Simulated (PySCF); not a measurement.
PySCF 2.14 output of an unrestricted LDA calculation on a single atom or ion in aug-cc-pVDZ-PP with ECP10MDF (5s4p3d, 32 functions), with a scalar-relativistic core potential:

```
SCF conv_tol = 1e-09
number electrons alpha = 13  beta = 13
    P. A. M. Dirac.,  Math. Proc. Cambridge Philos. Soc. 26, 376 (1930)
    F. Bloch.,  Z. Phys. 57, 545 (1929)
    S. H. Vosko, L. Wilk, and M. Nusair.,  Can. J. Phys. 58, 1200 (1980)
cycle= 1 E= -462.922199720909  delta_E= -0.0103  |g|= 0.0466  |ddm|= 0.264
cycle= 2 E= -462.922463462657  delta_E= -0.000264  |g|= 0.0176  |ddm|= 0.0448
cycle= 3 E= -462.922526738096  delta_E= -6.33e-05  |g|= 0.00426  |ddm|= 0.0331
cycle= 4 E= -462.922536618331  delta_E= -9.88e-06  |g|= 1.34e-05  |ddm|= 0.0106
cycle= 5 E= -462.922536618459  delta_E= -1.28e-10  |g|= 1.84e-07  |ddm|= 3.74e-05
converged SCF energy = -462.922536618459  <S^2> = -2.4868996e-14  2S+1 = 1
```

The run itself started from symmetry-adapted Hartree-Fock orbitals and held the occupation by maximum overlap, on a logarithmic radial grid, so the iterations belong to that start.

Which element, charge and spin multiplicity is this?

Kr (krypton, neutral), multiplicity 1; the state was [Kr], closed-shell 1S.

Energies and moments cover only the electrons outside the core potential.
